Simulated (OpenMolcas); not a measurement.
## Ru6+: effect of the active space

| Property | Result |
| --- | --- |
| Program | OpenMolcas 26.06 |
| Method | CASSCF or its RAS form |
| Basis | ANO-RCC-VTZP |
| Scalar Hamiltonian | DKH2, point nucleus |
| Spin-orbit coupling | RASSI with atomic mean-field integrals over the reference wave functions, term energies averaged over their components |

A. 2 electrons in 5 orbitals (4d); 2S+1 = 3 even, 10 roots; 2S+1 = 1 even, 15 roots; cost of the order of 7 core-seconds
B. 8 electrons in 8 orbitals (RAS1 4p, at most 2 holes; RAS2 4d); 2S+1 = 3 even, 10 roots; 2S+1 = 1 even, 15 roots; cost roughly 10 core-seconds
C. 2 electrons in 10 orbitals (4d 5d); 2S+1 = 3 even, 10 roots; 2S+1 = 1 even, 15 roots; cost of the order of 7 core-seconds

Energies in cm-1 above 4d2 3F2.

| Level | A | B | C |
| --- | --- | --- | --- |
| 4d2 3F2 | 0.0 | 0.0 | 0.0 |
| 4d2 3F3 | 2669 | 2819 | 2681 |
| 4d2 3F4 | 5646 | 5917 | 5665 |
| 4d2 1D2 [71 %] | 16085 | 15147 | 15968 |
| 4d2 3P0 | 17015 | 16194 | 16920 |
| 4d2 3P1 | 18161 | 17442 | 18055 |
| 4d2 3P2 [73 %] | 21070 | 20399 | 20947 |
| 4d2 1G4 | 24421 | 25074 | 24235 |
| 4d2 1S0 | 56055 | 50640 | 55184 |

Among A to C the level of the table that moves most is 4d2 1S0, by 5400 cm-1 (lowest in B, highest in A).

Without dynamic correlation excited terms often stand tens of per cent too high (terms of higher spin than the ground term too low), and those without a measured partner can miss by more than the paired ones. Active for correlation alone: 4p; no level in the range computed is led by a configuration that opens it, so any true level of that kind is missing (holds for B). Active for correlation alone: 5d; no level in the range computed is led by a configuration that fills it, so any true level of that kind is missing (holds for C). Only configurations of the active space appear.

A share in square brackets marks a mixed level and gives the weight of the term that names it, the lowest over the columns.
